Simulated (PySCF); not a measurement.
# Dipole response of Ba⁴⁰⁺ (barium, charge +40)

[Ne] 3s2 3p4, high-spin 3P determinant. Calculation: PySCF 2.14, in an uncontracted even-tempered set (21 s from 6.9 bohr⁻², ratio 2.2; 14 p from 9 bohr⁻², ratio 2.2; 5 d from 40 bohr⁻², ratio 2.4; 4 f from 60 bohr⁻², ratio 2.4; 4 g from 90 bohr⁻², ratio 2.4); scalar relativity by spin-free X2C-1e. Coupled (time-dependent) response in atomic units; α is the mean over directions.

```csv
method,mean α (bohr³),"α xx, yy, zz",C₆ (like pair),S(−4)
UHF,0.006993,"0.008613, 0.003754, 0.008613",0.0004728,7.948e-05
PBE0,0.006951,"0.008527, 0.003798, 0.008527",0.0004680,8.006e-05
```

S(−4) is the Cauchy moment in α(ω) = α(0) + S(−4) ω² + …

Spin-orbit coupling is absent.

α(iu) at UHF:

```
u (hartree)  α(iu) (bohr³)
          0       0.006993
       1.00       0.006915
       2.00       0.006696
       4.00       0.005996
       6.00       0.005204
       8.00       0.004488
       10.0       0.003884
       15.0       0.002802
       20.0       0.002131
       30.0       0.001411
       50.0      0.0008564
```

A single London oscillator, α(iu) = α/(1 + u²/ω²), gives C₆ = (3/4) ω α². Matching the computed C₆ needs ω = 4 × 0.0004728 / (3 × 0.006993²) = 12.9 hartree.

For an ion, C₆ is the dispersion term alone; charge-induced terms of lower order in 1/R come first.

The components differ because the open shell of this determinant is not spherical; for a pure term their mean is the scalar polarisability.

Spin-orbit coupling is strong in this species (close to jj coupling), so the high-spin LS determinant is a model state, not a physical level.
